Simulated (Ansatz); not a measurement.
Basis sets compared for TeOCl2 (TeCl₂O). Total charge 0; singlet. Geometry PBE-D4/def2-SVP. Ansatz on 4 threads of Arm Neoverse V1 on a shared host; times are rough, and most runs start from earlier orbitals.

```xyz
4

Te    0.316    0.088    0.671
O     0.453   -1.723    0.463
Cl    1.238    1.031   -1.359
Cl   -2.007    0.604    0.225
```

In the def2 sets Te takes a core potential; there is no spin–orbit coupling.

Binding counts from free atoms (Te triplet, O triplet, Cl doublet) in the same basis, without a counterpoise term.

| level | functions | energy (Eh) | HOMO (eV) | LUMO (eV) | binding per atom (eV) | wall time |
| --- | --- | --- | --- | --- | --- | --- |
| PBE-D4/def2-SVP | 76 | -1262.8443 | -7.22 | -3.70 | 2.53 | 0.5 s |
| PBE-D4/def2-TZVP (with forces) | 155 | -1263.2925 | -7.47 | -3.94 | 2.67 | 1.4 s |
| r2SCAN-D4/def2-TZVP | 155 | -1263.7399 | -7.79 | -3.90 | 2.44 | 2.5 s |
| PBE0-D4/def2-SVP | 76 | -1262.9069 | -8.58 | -3.11 | 2.17 | 0.75 s |
| PBE0-D4/def2-TZVP | 155 | -1263.3525 | -8.76 | -3.26 | 2.34 | 1.6 s |

(1) Estimate the rows for PBE-D4/def2-TZVPD, r2SCAN-D4/def2-TZVPD, PBE0-D4/def2-TZVPD.

Answers

(1) 
```csv
level,functions,energy (Eh),HOMO (eV),LUMO (eV),binding per atom (eV),wall time
PBE-D4/def2-TZVPD,191,-1263.2960,-7.56,-4.06,2.68,1.7 s
r2SCAN-D4/def2-TZVPD,191,-1263.7427,-7.85,-3.98,2.45,3.6 s
PBE0-D4/def2-TZVPD,191,-1263.3555,-8.83,-3.37,2.35,2.5 s
```
